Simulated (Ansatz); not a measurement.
A CCSD(T) single point on GeH$_{8}$N$_{4}$ (`[NH2][Ge]([NH2])([NH2])[NH2]`).

```yaml
crystal:
  periodic: [false, false, false]
  atoms:
    - {symbol: N, position_ang: [-1.310196, 1.136832, 0.502023]}
    - {symbol: Ge, position_ang: [0.018564, -0.042530, 0.047335]}
    - {symbol: N, position_ang: [-0.464414, -1.555994, 0.951961]}
    - {symbol: N, position_ang: [0.279379, -0.662817, -1.658695]}
    - {symbol: N, position_ang: [1.570100, 0.802688, 0.485535]}
    - {symbol: H, position_ang: [-1.279111, 2.030346, 0.032966]}
    - {symbol: H, position_ang: [-2.243733, 0.757037, 0.433196]}
    - {symbol: H, position_ang: [0.187523, -2.319786, 0.838040]}
    - {symbol: H, position_ang: [-0.616297, -1.405454, 1.939704]}
    - {symbol: H, position_ang: [0.480486, 0.042387, -2.352650]}
    - {symbol: H, position_ang: [-0.457303, -1.264359, -1.999177]}
    - {symbol: H, position_ang: [2.340018, 0.756165, -0.160374]}
    - {symbol: H, position_ang: [1.515383, 1.690786, 0.955036]}
basis:
  gaussian: {orbitals: def2-TZVPP}
correlation: {method: ccsd_t}
output: {orbitals: {seedname: orbitals}}
```

```sh
$ ansatz run in.yaml --threads 2 --pin off --events-out ev --progress --plain --max-ram 32768MiB --backend cuda --devices 0, --max-vram 18GiB
```

Output of Ansatz, abridged:

```
Functional definition: HF
1697 factors; integrals over basis functions are off by at most 1.1e-3 eV
mean field evaluation 1: about -62524.9261 eV, gradient 5.9e1 eV
mean field evaluation 2: about -62525.0907 eV, gradient 5.9e1 eV
mean field evaluation 4: about -62531.7636 eV, gradient 4.0e0 eV
mean field evaluation 8: about -62531.8228 eV, gradient 2.7e-1 eV
mean field evaluation 16: about -62531.8236 eV, gradient 1.8e-6 eV
mean field -62531.82357125 eV, -2298.0021306512 hartree, gradient 1.8e-6 eV, S^2 0.000000; 0 other end points of the search recorded, 0 dependent functions left out
13 core orbitals not correlated: weight in the atoms' cores, before any rotation towards them, 1.000 or more for the frozen orbitals, at most 0.000 for the correlated occupied ones
reference -62531.82357125 eV, -2298.0021306512 hartree; 21, 21 occupied and 250, 250 virtual orbitals, 1697 factors
second order -30.52880225 eV of doubles, -0.00000000 eV of singles
cycle   1  -30.38305269 eV  change    1.5e-1 eV  update   1.1e-1
cycle   2  -31.07847274 eV  change   -7.0e-1 eV  update   2.9e-2
cycle   3  -31.20037098 eV  change   -1.2e-1 eV  update   1.3e-2
cycle   4  -31.18828279 eV  change    1.2e-2 eV  update   2.8e-3
cycle   5  -31.18917591 eV  change   -8.9e-4 eV  update   1.3e-3
cycle   6  -31.18956212 eV  change   -3.9e-4 eV  update   3.8e-4
cycle   7  -31.18934951 eV  change    2.1e-4 eV  update   1.6e-4
cycle   8  -31.18932705 eV  change    2.2e-5 eV  update   5.5e-5
cycle   9  -31.18932327 eV  change    3.8e-6 eV  update   2.1e-5
perturbative correction -1.20332517 eV, -0.0442213845 hartree
Total energy: -62564.21621970 eV, -2299.1925385250 hartree
```

Hardware: 2 threads of an AMD EPYC 7R13 on a shared host and a share of an NVIDIA H100 80 GB. Wall time 13 s, peak host memory 0.81 GiB.

Correlation energy per correlated electron: -0.771 eV. T1 diagnostic: 0.0100.
